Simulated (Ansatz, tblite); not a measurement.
**How methods differ on C2H10OSi2 (SMILES C[SiH2]O[SiH2]C)**

The species is C2H10OSi2 (15 atoms), meant as a singlet with charge 0. SMILES: `C[SiH2]O[SiH2]C`. The shape is that of a PBE0-D4/def2-TZVP optimisation. This is one conformer, not always the lowest.

Quantity: the vertical ionisation energy (to the doublet cation), in eV. The values are calculated.

| level | kind | program | value (eV) | CPU time (all runs) |
| --- | --- | --- | --- | --- |
| IPEA1-xTB | semi-empirical | tblite | 13.64 | under 2 s |
| HF/6-31G* (spherical functions) | Hartree–Fock | Ansatz | 10.14 | 24 s |
| SVWN5/6-31G* (spherical functions) | LDA | Ansatz | 9.48 | 29 s |
| revPBE/6-31G* (spherical functions) | GGA | Ansatz | 9.38 | 59 s |
| r2SCAN/6-31G* (spherical functions) | meta-GGA | Ansatz | 9.69 | 1.9 min |
| BHLYP/6-31G* (spherical functions) | global hybrid | Ansatz | 10.35 | 74 s |
| CAM-B3LYP/6-31G* (spherical functions) | range-separated hybrid | Ansatz | 10.24 | 69 s |
| wB97X/6-31G* (spherical functions) | range-separated hybrid | Ansatz | 10.41 | 4.2 min |
| MP2/6-31G* (spherical functions) | perturbation theory | Ansatz | 11.01 | 38 s |
| CCSD/6-31G* (spherical functions) | coupled cluster or CI | Ansatz | 10.31 | 4.1 min |

The values span 9.38 to 13.64 eV. The xTB values lack the empirical shift that such differences need. Times are those of the runs behind each value, whatever else they computed, on shared processors of several kinds: orders of magnitude only.
